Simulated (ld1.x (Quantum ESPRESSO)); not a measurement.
# Transferability test, TM potential for Ho (Z = 67)

| Quantity | Value |
| --- | --- |
| Element | Ho |
| Generator | ld1.x (Quantum ESPRESSO) 7.5 |
| Type | norm-conserving Troullier–Martins (Kleinman–Bylander form) |
| Functional | BLYP |
| Relativity | scalar-relativistic |
| Frozen core | [Kr] 4d10 5s2 |
| Valence charge | 19 |
| Reference configuration | 4f11 5p6 5d0 6s0 6p0 (charge +2) |
| Partial waves | 6s (bound, empty): rc 2.65 bohr; 5p (bound): rc 2.15 bohr; 5d (bound, empty): rc 2.50 bohr; 4f (bound): rc 1.82 bohr |
| Local potential | all-electron potential smoothed inside 1.20 bohr (lloc = -1) |
| Core correction | a·sin(br)/r model core inside 0.85 bohr |

Energies are relative to the spin-unpolarised reference configuration 4f11 5p6 5d0 6s0 6p0; without spin polarisation the order of configurations can differ from experiment. Not all tests gave a result: 2 of 7 tests not solved or not reliable. Left out of the table: 4f11 5p6 5d0 6s2 6p0 (solver errors, printed error -3449 eV); 4f11 5p6 5d0 6s1.5 6p0 (solver errors, printed error -3132 eV).

| valence configuration | charge | ΔE all-electron (eV) | error AE − PS (meV) |
| --- | --- | --- | --- |
| 4f10 5p6 5d0 6s0 6p0 | +3 | 25.812 | +245 |
| 4f10 5p6 5d1 6s2 6p0 | 0 | -13.732 | +102 |
| 4f10 5p6 5d0 6s2 6p0 | +1 | -8.125 | -25 |

Task: What are ΔE and the potential's error for 4f11 5p6 5d1 6s0 6p0?

Result: ΔE = -9.522 eV all-electron; the error (AE − PS) is -2.4 meV.

Task: What are ΔE and the potential's error for 4f11 5p6 5d0 6s1 6p0?

Result: ΔE = -11.953 eV all-electron; the error (AE − PS) is -3.1 meV.

Note: ghost states, extra bound levels that the all-electron valence spectrum of the same l lacks: s at -249.4 eV, s at -30.1 eV. A true bound ghost makes a file unfit for plane-wave use.
